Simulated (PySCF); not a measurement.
PySCF 2.14 output of an unrestricted BHandHLYP calculation on a single atom or ion in aug-cc-pV(Q+d)Z (7s6p5d3f2g, 89 functions), with no relativity, point nucleus:

```
SCF conv_tol = 1e-09
number electrons alpha = 9  beta = 7
    A. D. Becke.,  J. Chem. Phys. 98, 1372 (1993)
    Defined through Gaussian implementation.
cycle= 1 E= -525.384334339985  delta_E= -0.0058  |g|= 0.0157  |ddm|= 0.609
cycle= 2 E= -525.384446171382  delta_E= -0.000112  |g|= 0.00336  |ddm|= 0.0258
cycle= 3 E= -525.3844516511  delta_E= -5.48e-06  |g|= 0.000976  |ddm|= 0.0131
cycle= 4 E= -525.384451881069  delta_E= -2.3e-07  |g|= 8.99e-05  |ddm|= 0.00378
cycle= 5 E= -525.384451885543  delta_E= -4.47e-09  |g|= 1.15e-05  |ddm|= 0.000324
cycle= 6 E= -525.384451885627  delta_E= -8.37e-11  |g|= 8.94e-07  |ddm|= 6.07e-05
converged SCF energy = -525.384451885627  <S^2> = 2.0026582  2S+1 = 3.0017716
```

The run itself started from symmetry-adapted Hartree-Fock orbitals and held the occupation by maximum overlap, on a logarithmic radial grid, so the iterations belong to that start.

Q: Which element, charge and spin multiplicity is this?

A: Ar²⁺ (argon, charge +2), multiplicity 3; the state was [Ne] 3s1 3p5, high-spin 3P determinant (an excited configuration).
